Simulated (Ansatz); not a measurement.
This geometry of BFH₅NOSi (10 atoms, charge 0, multiplicity 1) is a first-order saddle point.

Method: RKS B3LYP-D4/6-31G* (Ansatz).

```xyz
10
Properties=species:S:1:pos:R:3
N -1.841 -0.114 0.603
Si -0.294 -0.843 0.458
O 0.902 0.111 -0.180
B 1.756 0.851 -0.891
F 1.691 2.183 -0.830
H -2.004 0.636 1.264
H -2.439 -0.020 -0.209
H -0.464 -2.011 -0.437
H 0.178 -1.207 1.812
H 2.598 0.362 -1.587
```

Q: Which two structures does it join? (They come from a converged band through this point; their orientation in space is the band's.)

A: No bond is made or broken. The dihedral Si2–O3–B4–F5 changes from -1 to 178° by way of a nearly straight angle Si2–O3–B4 (up to 170°), not by a turn about the bond.

Initial state:

```xyz
10
Properties=species:S:1:pos:R:3
N -1.645 0.131 0.454
Si -0.280 -0.906 0.405
O 0.940 -0.481 -0.691
B 1.607 0.681 -0.809
F 1.316 1.709 0.004
H -1.568 1.065 0.840
H -2.350 0.091 -0.271
H -0.740 -2.234 -0.052
H 0.340 -0.938 1.749
H 2.463 0.831 -1.627
```

Final state:

```xyz
10
Properties=species:S:1:pos:R:3
N -1.841 -0.294 0.537
Si -0.170 -0.679 0.556
O 0.859 0.602 0.187
B 1.606 0.884 -0.897
F 2.309 2.014 -0.913
H -2.244 0.311 1.242
H -2.347 -0.226 -0.338
H 0.049 -1.749 -0.448
H 0.196 -1.078 1.931
H 1.667 0.164 -1.853
```

Q: How far does it lie above each of them?

A: 0.111 eV above the first and 0.088 eV above the second. This is the barrier of this one path; another mechanism may lie lower.

The run took 17 min on 1 thread of Arm Neoverse V2, on a shared host, peak memory 0.16 GiB.
